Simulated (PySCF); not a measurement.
BiF$_{2}$, doublet, at a GFN2-xTB geometry (such geometries of metal compounds can be far from the true shape) (the spin is typed, not shown lowest) (core potentials on Bi); B97M-V/def2-SVP run with PySCF.

The PySCF input:
```python
from pyscf import gto, scf, dft

mol = gto.M(
    atom='''
Bi    0.216769    0.097440    0.087845
F    -1.134295    0.716721   -1.365955
F    -0.864801   -1.615338    0.555832
''',
    basis='def2-svp',
    ecp={'Bi': 'def2-svp'},
    charge=0,
    spin=1,
    verbose=4,
)

mf = dft.UKS(mol)
mf.xc = 'b97m_v'
mf.kernel()
```

It wrote (shortened):

```
PySCF version 2.14.0

[INPUT] verbose = 4
[INPUT] num. atoms = 3
[INPUT] num. electrons = 41
[INPUT] charge = 0
[INPUT] spin (= nelec alpha-beta = 2S) = 1
[INPUT] symmetry False subgroup None
[INPUT] Mole.unit = angstrom
[INPUT] Symbol           X                Y                Z      unit          X                Y                Z       unit  Magmom
[INPUT]  1 Bi     0.216769000000   0.097440000000   0.087845000000 AA    0.409634042296   0.184134913578   0.166002991412 Bohr   0.0
[INPUT]  2 F     -1.134295000000   0.716721000000  -1.365955000000 AA   -2.143506894464   1.354406397724  -2.581280848480 Bohr   0.0
[INPUT]  3 F     -0.864801000000  -1.615338000000   0.555832000000 AA   -1.634237042250  -3.052546418603   1.050370251269 Bohr   0.0

nuclear repulsion = 119.503408945941
number of shells = 22
number of NR pGTOs = 109
number of NR cGTOs = 54
basis = def2-svp
ecp = {'Bi': 'def2-svp'}

******** <class 'pyscf.dft.uks.UKS'> ********
method = UKS
initial guess = minao
damping factor = 0
level_shift factor = 0
DIIS = <class 'pyscf.scf.diis.CDIIS'>
diis_start_cycle = 1
diis_space = 8
diis_damp = 0
SCF conv_tol = 1e-09
SCF conv_tol_grad = None
SCF max_cycles = 50
direct_scf = True
direct_scf_tol = 1e-13
number electrons alpha = 21  beta = 20
XC library pyscf.dft.libxc version 7.1.2
    S. Lehtola, C. Steigemann, M. J. T. Oliveira, and M. A. L. Marques,  SoftwareX 7, 1–5 (2018)
XC functionals = b97m_v
    N. Mardirossian and M. Head-Gordon,  J. Chem. Phys. 142, 074111 (2015)
radial grids:
    Treutler-Ahlrichs [JCP 102, 346 (1995); DOI:10.1063/1.469408] (M4) radial grids

becke partition: Becke, JCP 88, 2547 (1988); DOI:10.1063/1.454033
pruning grids: <function nwchem_prune>
grids dens level: 3
symmetrized grids: False
atomic radii adjust function: <function treutler_atomic_radii_adjust>
** Following is NLC and NLC Grids **
NLC functional = b97m_v
radial grids:
    Treutler-Ahlrichs [JCP 102, 346 (1995); DOI:10.1063/1.469408] (M4) radial grids

becke partition: Becke, JCP 88, 2547 (1988); DOI:10.1063/1.454033
pruning grids: <function nwchem_prune>
grids dens level: 3
symmetrized grids: False
atomic radii adjust function: <function treutler_atomic_radii_adjust>
small_rho_cutoff = 0
Set gradient conv threshold to 3.16228e-05
tot grids = 51968
tot grids = 51968
init E= -387.486673146782

cycle= 1 E= -413.467593001446  delta_E=  -26  |g|= 1.13  |ddm|=  9.1
cycle= 2 E= -413.641195217713  delta_E= -0.174  |g|= 1.03  |ddm|= 3.94
cycle= 3 E= -414.015401743036  delta_E= -0.374  |g|= 0.468  |ddm|= 1.62
cycle= 4 E= -414.085424973732  delta_E= -0.07  |g|= 0.153  |ddm|= 0.429
cycle= 5 E= -414.095803849182  delta_E= -0.0104  |g|= 0.0267  |ddm|= 0.165
cycle= 6 E= -414.096217478192  delta_E= -0.000414  |g|= 0.00225  |ddm|= 0.0319
cycle= 7 E= -414.096220089383  delta_E= -2.61e-06  |g|= 0.000531  |ddm|= 0.00319
cycle= 8 E= -414.096220252352  delta_E= -1.63e-07  |g|= 0.000231  |ddm|= 0.00071
cycle= 9 E= -414.096220240739  delta_E= 1.16e-08  |g|= 0.000325  |ddm|= 0.000436
cycle= 10 E= -414.096220285293  delta_E= -4.46e-08  |g|= 4.89e-05  |ddm|= 0.000282
cycle= 11 E= -414.096220286495  delta_E= -1.2e-09  |g|= 3.24e-06  |ddm|= 5.25e-05
cycle= 12 E= -414.0962202865  delta_E= -5.68e-12  |g|= 3.25e-07  |ddm|= 6.41e-06
Extra cycle  E= -414.096220286502  delta_E= -1.14e-12  |g|= 4.65e-07  |ddm|= 8.59e-07
converged SCF energy = -414.096220286502  <S^2> = 0.75180518  2S+1 = 2.0018044
```
